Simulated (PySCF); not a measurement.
**Basis and Hamiltonian dependence of the excitation energy of Mn²⁺**

Mn²⁺ [Ar] 3d5 (6S) → Mn²⁺ [Ar] 3d4 4s1, s spin flipped. Calculated with PySCF 2.14 from differences of total energies of unrestricted determinants, without spin-orbit coupling. Values in eV.

```json
{"basis": "aug-cc-pVDZ-DK", "Hamiltonian": "spin-free X2C", "functions": "59", "UHF": "8.412", "PBE": "8.943", "PBE0": "8.968", "MP2 (valence)": "8.793"}
{"basis": "x2c-QZVPPall", "Hamiltonian": "spin-free X2C", "functions": "103", "UHF": "8.232", "PBE": "8.784", "PBE0": "8.798", "MP2 (valence)": "8.604"}
{"basis": "aug-cc-pwCVTZ", "Hamiltonian": "non-relativistic", "functions": "127", "UHF": "8.620", "PBE": "9.154", "PBE0": "9.175", "MP2 (valence)": "9.002"}
{"basis": "aug-cc-pwCVTZ-DK", "Hamiltonian": "spin-free X2C", "functions": "127", "UHF": "8.223", "PBE": "8.760", "PBE0": "8.776", "MP2 (valence)": "8.593"}
{"basis": "x2c-QZVPPall with one added diffuse shell each of s, p, d, f, g type", "Hamiltonian": "spin-free X2C", "functions": "128", "UHF": "8.232", "PBE": "8.783", "PBE0": "8.796", "MP2 (valence)": "8.600"}
{"basis": "aug-cc-pVQZ", "Hamiltonian": "non-relativistic", "functions": "140", "UHF": "8.623", "PBE": "9.149", "PBE0": "9.171", "MP2 (valence)": "9.005"}
```

Frozen in the all-electron rows: valence: [Ar].

In the upper determinant the s electron has its spin opposite to the other open shell, which mixes two multiplicities. Non-relativistic rows lack the scalar-relativistic shift.
